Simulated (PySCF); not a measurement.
An unknown is described by computed data only.

Formula: C5H11NO.

- Dipole: 3.64 D [PBE0/pcSseg-1]
- 13C NMR: chemical shifts (computed TMS as zero) by class: 178.1 (1 C), 38.1 (1 C), 29.5 (3 C) ppm [GIAO PBE0/pcSseg-1]
- 1H NMR: chemical shifts (computed TMS as zero) by class: 4.80 (1 H), 4.27 (1 H), 1.07 (9 H) ppm [GIAO PBE0/pcSseg-1]
- NMR, other nuclei: isotropic shieldings of nuclei other than C and H, by class: 157 (1 N), -88 (1 O) ppm [GIAO PBE0/pcSseg-1]
- Couplings: largest of the computed one-bond spin–spin couplings (means over like bonds): 13C–1H +133.7 (×9), 15N–1H -96.3, 15N–1H -94.9, 13C–13C +49.5, 13C–13C +36.0 (×3), 17O–13C +29.7, 15N–13C -15.8 Hz [B3LYP/pcJ-1, spin–dipole term left out for some pairs]
- Rotational structure: rotational constants A, B, C: 3.285, 2.368, 1.974 GHz [PBE0-D3(BJ)/def2-SVP]

Electronic properties: PySCF, gas phase, density fitting. Levels stand in brackets. Isolated species at its PBE0-D3(BJ)/def2-SVP geometry (one conformer only). NMR classes are plain means over equivalent atoms (diastereotopic ones count apart unless rotation or inversion swaps them), as if these changed places fast.

Question: What is the compound? Reason from the data.

Answer: Numbering: `[CH3:1][C:2]([CH3:3])([CH3:4])[C:5]([NH2:6])=[O:7]`. Its formula, C5H11NO, gives 1 degree of unsaturation: 0 rings and 1 π bond in the structure found. 5 carbons fall into 3 classes; from least to most shielded: amide carbonyl carbon [C5] (178.1 ppm), sp3 carbon next to a carbonyl [C2] (38.1 ppm), methyl carbon [C1/C3/C4] (29.5 ppm, 3 C, up to 4.2 ppm apart in this geometry). Hydrogen classes from least to most shielded: 1 H on an amide nitrogen, N6 (4.80 ppm), 1 H on an amide nitrogen, N6 (4.27 ppm), 9 H on 3 methyl carbons, C1/C3/C4 (1.07 ppm, a mean of values up to 1.3 ppm apart in this geometry). The other shieldings belong to: 157 ppm, amide nitrogen [N6]; -88 ppm, amide oxygen [O7]. The couplings run between: +133.7 Hz, methyl carbon [C1] and its hydrogen (with 8 like pairs); -96.3 Hz, amide nitrogen [N6] and its hydrogen; -94.9 Hz, amide nitrogen [N6] and its hydrogen; +49.5 Hz, sp3 carbon next to a carbonyl [C2] and amide carbonyl carbon [C5]; +36.0 Hz, methyl carbon [C1] and sp3 carbon next to a carbonyl [C2] (with 2 like pairs); +29.7 Hz, amide oxygen [O7] and amide carbonyl carbon [C5]; -15.8 Hz, amide nitrogen [N6] and amide carbonyl carbon [C5]. The optimised geometry has point group C1 and is an asymmetric top. Structure: `C(C(N)=O)(C)(C)C`. The assignments are read from this structure; whether some other isomer fits the data as well wasn't checked.

Shape of the structure used: `[CH3:1][C:2]([CH3:3])([CH3:4])[C:5]([NH2:6])=[O:7]`: C1–C2–C5–N6 -70°, H–N6–C5–C2 178°, H–N6–C5–C2 -2°.
